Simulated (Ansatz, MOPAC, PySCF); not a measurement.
Members of the series GeXY, Y = silyl; each row names its spin state. All species are isolated molecules in the gas phase. One relaxed conformer stands for each flexible species; it need not be the lowest. Strings in code marks are SMILES.

Quantity: adiabatic spin-state energy, in eV. Semi-empirical values (MOPAC) are differences of heats of formation.

Level 1: B3LYP/cc-pVTZ // PBE0-D3(BJ)/def2-TZVP (Ansatz, an electronic-structure program)
Level 2: PBE-D3(BJ)/def2-TZVP // PBE0-D3(BJ)/def2-TZVP (PySCF)
Level 3: B3LYP/6-31G* // PBE0-D3(BJ)/def2-TZVP (PySCF)
Level 4: PM6 // PBE0-D3(BJ)/def2-TZVP (MOPAC)

| species | level 2 | level 3 | level 4 |
|---|---|---|---|
| `C=[CH][Ge][SiH3]`: multiplicity 3 minus multiplicity 1 | 0.79 | 0.96 | -0.51 |
| `N#[C][Ge][SiH3]`: multiplicity 3 minus multiplicity 1 | 0.89 | 0.98 | -0.315 |
| `[SiH3][Ge][SiH3]`: multiplicity 3 minus multiplicity 1 | 0.55 | 0.57 | -1.13 |
| `[SiH3][GeH]`: multiplicity 3 minus multiplicity 1 | 0.72 | 0.84 | -0.76 |
| `[SiH3][Ge][SH]`: multiplicity 3 minus multiplicity 1 | 1.28 | 1.34 | 0.015 |
| `[C-]#[N+][Ge][SiH3]`: multiplicity 3 minus multiplicity 1 | 1.04 | 1.16 | -0.031 |
| `[BH2][Ge][SiH3]`: multiplicity 3 minus multiplicity 1 | 0.79 | 0.61 | -1.31 |
| `O=[CH][Ge][SiH3]`: multiplicity 3 minus multiplicity 1 | 0.60 | 0.71 | -0.379 |

What does level 1 give for each?


- `C=[CH][Ge][SiH3]`: multiplicity 3 minus multiplicity 1: 0.92
- `N#[C][Ge][SiH3]`: multiplicity 3 minus multiplicity 1: 0.97
- `[SiH3][Ge][SiH3]`: multiplicity 3 minus multiplicity 1: 0.56
- `[SiH3][GeH]`: multiplicity 3 minus multiplicity 1: 0.82
- `[SiH3][Ge][SH]`: multiplicity 3 minus multiplicity 1: 1.32
- `[C-]#[N+][Ge][SiH3]`: multiplicity 3 minus multiplicity 1: 1.14
- `[BH2][Ge][SiH3]`: multiplicity 3 minus multiplicity 1: 0.64
- `O=[CH][Ge][SiH3]`: multiplicity 3 minus multiplicity 1: 0.68
